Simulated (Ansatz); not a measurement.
GeHMe2(OiPr) (C₅H₁₄GeO). Total charge 0; singlet. Geometry PBE0-D4/def2-SVP, basis def2-TZVP, Ansatz.

```csv
atom,x (Å),y (Å),z (Å)
Ge1,0.613,0.499,-1.161
H2,2.072,0.076,-0.853
C3,0.073,0.042,-2.968
H4,0.653,0.613,-3.708
H5,-0.994,0.274,-3.103
H6,0.222,-1.031,-3.152
C7,0.330,2.390,-0.795
H8,0.907,3.010,-1.497
H9,0.633,2.647,0.230
H10,-0.738,2.630,-0.913
O11,-0.456,-0.477,-0.105
C12,-0.029,-1.037,1.115
C13,-1.067,-2.064,1.527
C14,0.175,0.031,2.180
H15,0.939,-1.563,0.968
H16,-2.039,-1.572,1.688
H17,-0.776,-2.579,2.455
H18,-1.194,-2.813,0.732
H19,0.968,0.738,1.890
H20,-0.756,0.602,2.326
H21,0.465,-0.416,3.144
```

```csv
run,HOMO (eV),LUMO (eV)
A,-6.27,0.43
B,-7.28,1.13
C,-5.79,0.30
D,-5.94,0.03
E,-5.73,0.42
F,-6.09,0.73
```

**Question.** The runs used B97M-V, LDA (SPW92), PBE, PBE0, r2SCAN, revPBE. Estimate which is which.

**Answer.** A B97M-V (0 % exact exchange); B PBE0 (25 % exact exchange); C PBE (0 % exact exchange); D LDA (SPW92) (0 % exact exchange); E revPBE (0 % exact exchange); F r2SCAN (0 % exact exchange). Exact exchange lowers occupied and raises empty levels; among semilocal functionals meta-GGAs tend to open the gap a little, and such runs are hard to tell apart. The gap grows from 5.96 eV (LDA (SPW92)) to 8.41 eV (PBE0).
